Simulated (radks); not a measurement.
All-electron atom: the iridium ion Ir70+ in [He] 2s2 2p3. Method: Dirac Kohn-Sham, BLYP, spin-unpolarised, spherical densities, finite nucleus; open shells fill j = l - 1/2 first; Fermi nuclear charge, rms radius 5.4032 fm; computed with a radial shooting solver on a logarithmic mesh with Libxc functionals.

Normalised radial functions P(r) = r R(r) (large component), r in bohr:

```
   r/bohr * 1s1/2, o 2p1/2 (the largest magnitude, 6.4, reaches the edge; | marks zero, & curves that meet)
0.0007179 o            *
 0.000863 |o             *
 0.001046 |o               *
 0.001257 |o                 *
 0.001523 |o                    *
 0.001831 |o                       *
 0.002218 | o                          *
 0.002666 | o                             *
  0.00323 |  o                                *
 0.003883 |  o                                    *
 0.004705 |   o                                       *
 0.005701 |    o                                          *
 0.006853 |      o                                           *
 0.008303 |       o                                             *
 0.009981 |         o                                            *
  0.01209 |            o                                         *
  0.01454 |               o                                    *
  0.01761 |                  o                             *
  0.02117 |                      o                    *
  0.02565 |                          o        *
  0.03083 |                            *o
  0.03736 |                   *            o
  0.04491 |            *                    o
  0.05441 |       *                        o
  0.06541 |   *                         o
  0.07925 | *                      o
  0.09526 |*                 o
   0.1154 *           o
   0.1387 *      o
   0.1681 *  o
   0.2021 *o
   0.2448 &
```

1s1/2: eigenvalue -83595 eV, 0 radial nodes, <r> = 0.0174 bohr, 90 % of the charge inside 0.0318 bohr. 2p1/2: eigenvalue -19713.6 eV, 0 radial nodes, <r> = 0.0582 bohr, 90 % of the charge inside 0.0964 bohr.
